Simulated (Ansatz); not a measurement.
Gas-phase electronic energies from Ansatz, PBE0-D4/def2-TZVP geometries. CBS: MP2 limit from def2 TZ/QZ plus the TZ coupled-cluster correction, frozen cores. DFT in def2-TZVPP. Each species was taken in one conformer, which may not be the lowest.

`CCOC[SiH3]` → `COCC[SiH3]`  (isomerisation)

Is it downhill or uphill in electronic energy at CCSD(T)/CBS, and by how much? (Best estimate.)

Computed: Downhill: ΔE = -3.0 kcal/mol.

What do these levels give: PBE-D4, r2SCANh-D4, PBE0, r2SCANh, BHLYP, HF/def2-QZVPP? (Best estimate.)

Computed: PBE-D4 -2.8, r2SCANh-D4 -3.2, PBE0 -3.2, r2SCANh -3.2, BHLYP -2.9, HF/def2-QZVPP -3.2 kcal/mol.

Largest T1 diagnostic among the species: 0.011.

Leaving LDA and LC-ωPBE aside and taking each functional with its dispersion term where it has one, the values, not all of them listed here, spread over 1.2 kcal/mol, from PBE-QIDH to BLYP-D4.
